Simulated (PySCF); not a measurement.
Potential energy of CaSi along the bond

Set-up: basis Ca aug-pcseg-1, Si aug-pcseg-1; no relativity; PySCF 2.14. Energies in eV from Ca + Si in their ground configurations at the same level. State: ³Σ⁻ (triplet), unpaired electrons π ↑↑.

All columns are PBE. A positive dipole means Ca(−)Si(+).

```json
{"R (Å)": "2.408", "E (eV)": "-1.381", "μ (D)": "-4.12", "Mulliken charge on Ca (basis-dependent)": "0.10", "HOMO (eV)": "-3.67", "LUMO (eV)": "-2.95", "Mayer bond order": "1.81", "⟨S²⟩": "2.21"}
{"R (Å)": "2.520", "E (eV)": "-1.658", "μ (D)": "-4.36", "Mulliken charge on Ca (basis-dependent)": "0.07", "HOMO (eV)": "-3.76", "LUMO (eV)": "-2.84", "Mayer bond order": "1.72", "⟨S²⟩": "2.22"}
{"R (Å)": "2.632", "E (eV)": "-1.805", "μ (D)": "-4.54", "Mulliken charge on Ca (basis-dependent)": "0.07", "HOMO (eV)": "-3.84", "LUMO (eV)": "-2.79", "Mayer bond order": "1.64", "⟨S²⟩": "2.24"}
{"R (Å)": "2.716", "E (eV)": "-1.853", "μ (D)": "-4.65", "Mulliken charge on Ca (basis-dependent)": "0.09", "HOMO (eV)": "-3.90", "LUMO (eV)": "-2.83", "Mayer bond order": "1.58", "⟨S²⟩": "2.25"}
{"R (Å)": "2.800", "E (eV)": "-1.861", "μ (D)": "-4.74", "Mulliken charge on Ca (basis-dependent)": "0.12", "HOMO (eV)": "-3.95", "LUMO (eV)": "-2.88", "Mayer bond order": "1.52", "⟨S²⟩": "2.27"}
{"R (Å)": "2.884", "E (eV)": "-1.838", "μ (D)": "-4.82", "Mulliken charge on Ca (basis-dependent)": "0.15", "HOMO (eV)": "-4.00", "LUMO (eV)": "-2.92", "Mayer bond order": "1.46", "⟨S²⟩": "2.28"}
{"R (Å)": "2.996", "E (eV)": "-1.773", "μ (D)": "-4.93", "Mulliken charge on Ca (basis-dependent)": "0.19", "HOMO (eV)": "-3.94", "LUMO (eV)": "-2.97", "Mayer bond order": "1.39", "⟨S²⟩": "2.30"}
{"R (Å)": "3.136", "E (eV)": "-1.656", "μ (D)": "-5.05", "Mulliken charge on Ca (basis-dependent)": "0.25", "HOMO (eV)": "-3.87", "LUMO (eV)": "-3.04", "Mayer bond order": "1.30", "⟨S²⟩": "2.32"}
{"R (Å)": "3.304", "E (eV)": "-1.488", "μ (D)": "-5.20", "Mulliken charge on Ca (basis-dependent)": "0.30", "HOMO (eV)": "-3.81", "LUMO (eV)": "-3.12", "Mayer bond order": "1.19", "⟨S²⟩": "2.34"}
{"R (Å)": "3.528", "E (eV)": "-1.252", "μ (D)": "-5.39", "Mulliken charge on Ca (basis-dependent)": "0.35", "HOMO (eV)": "-3.74", "LUMO (eV)": "-3.23", "Mayer bond order": "1.06", "⟨S²⟩": "2.35"}
```

A fit through these points gives, at Re = 2.776 Å, μ = -4.72 D and dμ/dR = -1.08 D/Å; the reduced mass is 16.46 u.

Problem. How strong is the fundamental in the double-harmonic approximation, I = 42.26·(dμ/dR)²/μred km/mol?

Solution. I = 42.26·(-1.08)²/16.46 = 2.99 km/mol at PBE.

⟨S²⟩ of the unrestricted solution departs from its pure value on part of the curve, where spin states mix. The state was picked by a PBE0 search and need not be the measured ground state.
